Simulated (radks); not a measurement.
The numbers below are computed, except where a source is named.
Initial-state core-level shifts of neutral erbium when its valence configuration changes from [Xe] 4f12 6s2. Level of theory: Dirac Kohn-Sham, PBE, spin-unpolarised, spherical densities, finite nucleus; open shells fill j = l - 1/2 first; Fermi nuclear charge, rms radius 5.2516 fm (a radial shooting solver on a logarithmic mesh with Libxc functionals). Shifts are changes of the shell-averaged eigenvalues in eV (positive: less bound); the change of the density at the nucleus, which sets a Mossbauer isomer shift, is in e/bohr^3, on a base of 8.728e+05.

valence                2s       2p       3p       5s  density at nucleus
4f12 5d1 6s1       +0.563   +0.562   +0.538   +0.683              -33.33
4f11 5d2 6s1       -5.649   -5.577   -6.419   -2.694               +3.20
4f11 6s2 6p1      -10.011   -9.936  -10.702   -7.157              +61.64
4f10 6s2 6p2      -21.798  -21.621  -23.409  -14.700             +137.76
4f12 5d1 6p1       -0.433   -0.435   -0.446   -0.357              -62.67
4f12 6s1.5 6p0.5   -0.665   -0.666   -0.656   -0.695              -13.46
